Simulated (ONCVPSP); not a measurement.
Reading a pseudo-wave (Zn (Z = 30))

Columns: radius, all-electron u(r) and pseudo u(r) of the 3d shell (level -10.42 eV) of zinc in the configuration [Ne] 3s2 3p6 3d10 4s2; LDA (Perdew-Zunger), scalar-relativistic, ONCV scheme, ONCVPSP 4.0.1.

```json
{"r (bohr)": "0.068", "all-electron": "0.0513", "pseudo": "0.0061"}
{"r (bohr)": "0.135", "all-electron": "0.2263", "pseudo": "0.0445"}
{"r (bohr)": "0.202", "all-electron": "0.4529", "pseudo": "0.1372"}
{"r (bohr)": "0.270", "all-electron": "0.6671", "pseudo": "0.2909"}
{"r (bohr)": "0.338", "all-electron": "0.8337", "pseudo": "0.4901"}
{"r (bohr)": "0.405", "all-electron": "0.9444", "pseudo": "0.7029"}
{"r (bohr)": "0.473", "all-electron": "1.0082", "pseudo": "0.9019"}
{"r (bohr)": "0.540", "all-electron": "1.0327", "pseudo": "1.0525"}
{"r (bohr)": "0.608", "all-electron": "1.0293", "pseudo": "1.1428"}
{"r (bohr)": "0.675", "all-electron": "1.0069", "pseudo": "1.1671"}
{"r (bohr)": "0.742", "all-electron": "0.9721", "pseudo": "1.1376"}
{"r (bohr)": "0.810", "all-electron": "0.9293", "pseudo": "1.0703"}
{"r (bohr)": "0.878", "all-electron": "0.8825", "pseudo": "0.9852"}
{"r (bohr)": "0.945", "all-electron": "0.8347", "pseudo": "0.8996"}
{"r (bohr)": "1.013", "all-electron": "0.7862", "pseudo": "0.8207"}
{"r (bohr)": "1.080", "all-electron": "0.7395", "pseudo": "0.7546"}
{"r (bohr)": "1.148", "all-electron": "0.6936", "pseudo": "0.6986"}
{"r (bohr)": "1.215", "all-electron": "0.6505", "pseudo": "0.6515"}
{"r (bohr)": "1.283", "all-electron": "0.6090", "pseudo": "0.6089"}
{"r (bohr)": "1.350", "all-electron": "0.5703", "pseudo": "0.5702"}
{"r (bohr)": "1.418", "all-electron": "0.5334", "pseudo": "0.5334"}
{"r (bohr)": "1.485", "all-electron": "0.4993", "pseudo": "0.4993"}
{"r (bohr)": "1.553", "all-electron": "0.4669", "pseudo": "0.4669"}
{"r (bohr)": "1.620", "all-electron": "0.4371", "pseudo": "0.4370"}
{"r (bohr)": "1.688", "all-electron": "0.4088", "pseudo": "0.4087"}
{"r (bohr)": "1.755", "all-electron": "0.3827", "pseudo": "0.3827"}
```

Task: How many radial nodes do the two functions have?

Result: The all-electron 3d function has n − l − 1 = 0; the pseudo-wave has 0.

Task: At about which radius was the pseudo-wave matched?

Result: 1.35 bohr. The columns agree to 0.0005 from 1.28 bohr on; several derivatives are matched, so the curves merge somewhat inside the radius.

Task: Is the pseudo-wave norm-conserving?

Result: Yes: the ONCV scheme keeps the norm inside the radius equal to the all-electron one, which fixes the energy derivative of the logarithmic derivative at the level.
